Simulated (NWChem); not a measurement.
System: CH6FNSi; SMILES NC[SiH2]F

```xyz
10

N      0.0778     2.1581     0.0000
C     -0.7188     0.9087     0.0000
Si     0.4107    -0.6058     0.0000
F     -0.3966    -2.0122     0.0000
H      0.6840     2.1989     0.8180
H      0.6840     2.1989    -0.8180
H     -1.3798     0.9233    -0.8747
H     -1.3798     0.9233     0.8747
H      1.2748    -0.5571     1.2123
H      1.2748    -0.5571    -1.2123
```
Atoms are numbered in this order, from 1.

Program: NWChem. Pople sets run with spherical d functions. Structure relaxed at the B3LYP/6-31G* (spherical d) level. B3LYP is NWChem's, with the RPA form of VWN correlation. Level: B3LYP/6-31G* with SMD (1 M gas to 1 M solution), gas-phase geometry. Reactions with the solvent are ignored.

For solvent toluene:

cavity-dispersion-structure term (kcal/mol): 0.6
dipole in solution (D): 1.43

Q: What are these values for solvent water?

A: The cavity-dispersion-structure term (kcal/mol) comes out as 3.2 and the dipole in solution (D) comes out as 1.56.
